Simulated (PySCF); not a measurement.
Sb(F)2(OH) (F2HOSb), SMILES [OH][Sb]([F])[F]. Geometry: B3LYP-D3(BJ)/def2-SVP. The def2 effective core potentials stand for the cores of Sb; spin–orbit coupling is left out. One conformer was computed; it need not be the lowest.

Question: Give the equilibrium geometry at B3LYP-D3(BJ)/def2-SVP (PySCF confirms it by a frequency run) as a Z-matrix, and its point group. (Estimate from the structure and the level; the computed values follow.)

Answer: One answer among several that fit: point group Cs.
```
Sb
F 1 1.9387
F 1 1.9387 2 92.81
O 1 1.9659 2 96.66 3 97.04
H 4 0.9712 1 113.16 2 -46.81
```
